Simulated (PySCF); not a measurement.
Spectra and structures to be paired. Computed with TDDFT CAM-B3LYP/def2-SVPD, vertical, gas phase, core orbitals frozen in the response in PySCF. Geometries: GFN2-xTB; one conformer of each isolated species. Triplets are in the Tamm–Dancoff approximation.

A. `C1=NCCCC1`
B. `C/C=P/c1cccnc1`
C. `Cc1ccc(cc1)C#N`
D. `C1=CC2=CC=CN2C=C1`
E. `c1ccc2[nH]ccc2c1`

Lowest singlet levels (six at most, fewer where fewer were computed) with oscillator strengths:

1. 4.62 eV (f 0.005); 4.92 eV (f 0.017); 5.20 eV (f 0.032); 5.31 eV (f 0.168); 5.46 eV (f 0.048); 5.78 eV (f 0.018); T1 2.74 eV
2. 3.94 eV (f 0.050); 4.89 eV (f 0.031); 5.39 eV (f 0.000); 5.97 eV (f 0.702); 6.02 eV (f 0.000); 6.18 eV (f 0.000); T1 2.83 eV
3. 5.25 eV (f 0.001); 5.62 eV (f 0.295); 6.67 eV (f 0.362); 6.81 eV (f 0.000); 6.89 eV (f 0.674); 7.13 eV (f 0.000); T1 3.76 eV
4. 5.09 eV (f 0.031); 5.13 eV (f 0.112); 5.84 eV (f 0.003); 6.34 eV (f 0.004); 6.40 eV (f 0.561); 6.49 eV (f 0.002); T1 3.58 eV
5. 4.94 eV (f 0.003); 6.62 eV (f 0.007); 7.44 eV (f 0.016); 7.54 eV (f 0.159); 7.64 eV (f 0.004); 7.74 eV (f 0.011); T1 4.19 eV

Problem. Match each spectrum to its molecule.

Solution. 1 = B, 2 = D, 3 = C, 4 = E, 5 = A.
- A: S1 at 4.94 eV, HOMO→LUMO (58%), HOMO→LUMO+1 (36%); Löwdin shares by element: HOMO nitrogen 52%, carbon 29% or more (atoms not listed hold the other 19%); LUMO carbon 39% or more, nitrogen 16% (atoms not listed hold the other 45%); HOMO -8.08 and LUMO 1.12 eV.
- B: S1 at 4.62 eV, HOMO-1→LUMO (82%); Löwdin shares by element: HOMO carbon 39% or more, phosphorus 30%, nitrogen 9% (atoms not listed hold the other 22%); LUMO carbon 41% or more, phosphorus 38% (atoms not listed hold the other 21%); HOMO -8.46 and LUMO -0.56 eV.
- C: S1 at 5.25 eV, HOMO-1→LUMO (50%), HOMO→LUMO+1 (49%); Löwdin shares by element: HOMO carbon 46% or more, nitrogen 13% (atoms not listed hold the other 41%); LUMO carbon 45% or more, nitrogen 11% (atoms not listed hold the other 44%); HOMO -8.70 and LUMO -0.40 eV; point group Cs, 2 of its 6 listed states under f = 0.0005.
- D: S1 at 3.94 eV, HOMO→LUMO (95%); Löwdin shares by element: HOMO carbon 58% or more (atoms not listed hold the other 42%); LUMO carbon 66% or more (atoms not listed hold the other 34%); HOMO -6.61 and LUMO 0.27 eV; point group Cs, 3 of its 6 listed states under f = 0.0005.
- E: S1 at 5.09 eV, HOMO-1→LUMO (60%), HOMO→LUMO+2 (20%), HOMO→LUMO (15%); Löwdin shares by element: HOMO carbon 57% or more (atoms not listed hold the other 43%); LUMO carbon 60% or more (atoms not listed hold the other 40%); HOMO -7.15 and LUMO 0.69 eV; point group Cs.
